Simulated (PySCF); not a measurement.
Al(All)(OH)2 (C₃H₇AlO₂), SMILES C=C[CH2][Al]([OH])[OH].

Geometry optimised at B3LYP-D3(BJ)/def2-SVP. The values are those of a single conformer.

Computed with HF/def2-TZVP (PySCF).

Isolated molecule, no solvent.

```yaml
total_energy: -509.54555 hartree
highest_occupied_level: -9.25 eV
lowest_empty_level: 2.56 eV
orbital_gap: 11.81 eV
dipole_moment: 0.133 e·Å
quadrupole, principal values (traceless, Buckingham form, about the centre of nuclear charge): -6.57, -0.11, 6.68 D·Å
mean_static_polarisability: 60.8 bohr³ (9.01 Å³)
polarisability_principal_values: 50.5, 53.8, 78.1 bohr³
```
